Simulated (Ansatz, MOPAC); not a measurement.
Complex: H2O (SMILES O) (first 3 atoms) with SiH4 (SMILES [SiH4]); geometry from B3LYP-D3(BJ)/def2-TZVP, rigid monomers moved along the line of their centres of mass till O1···Si4 is 3.60 Å.
(charge 0, multiplicity 1):
```json
[
 {"atom": "O", "x (Å)": "0.4646", "y (Å)": "0.3123", "z (Å)": "0.3475"},
 {"atom": "H", "x (Å)": "0.0730", "y (Å)": "-0.4695", "z (Å)": "-0.0562"},
 {"atom": "H", "x (Å)": "-0.1175", "y (Å)": "1.0418", "z (Å)": "0.1095"},
 {"atom": "Si", "x (Å)": "-0.2925", "y (Å)": "-0.1685", "z (Å)": "3.8367"},
 {"atom": "H", "x (Å)": "-0.6809", "y (Å)": "-1.3834", "z (Å)": "3.0861"},
 {"atom": "H", "x (Å)": "-0.6547", "y (Å)": "-0.3734", "z (Å)": "5.2620"},
 {"atom": "H", "x (Å)": "-1.0475", "y (Å)": "1.0018", "z (Å)": "3.3361"},
 {"atom": "H", "x (Å)": "1.1620", "y (Å)": "0.0651", "z (Å)": "3.7428"}
]
```

Counterpoise-corrected where a basis set is named; no monomer relaxation.

Correlated levels freeze the cores. CBS: X⁻³ extrapolation of the correlation energy, Hartree–Fock from the larger set. The state reached by PM3 isn't checked.

Run with Ansatz (Gaussian basis) for Hartree–Fock, density functionals and correlated methods; MOPAC for PM3 (differences of heats of formation). 

### Question
Give the interaction energy at the level PBE0/def2-TZVPPD.

### Answer
-0.9 kcal/mol

### Question
Predict the interaction energy from PM3.

### Answer
0.7 kcal/mol

### Question
What is the computed interaction energy (CCSD(T)/CBS(aug-cc-pV(D+d)Z, aug-cc-pV(T+d)Z))?

### Answer
-1.3 kcal/mol

Ansatz is an electronic-structure program.
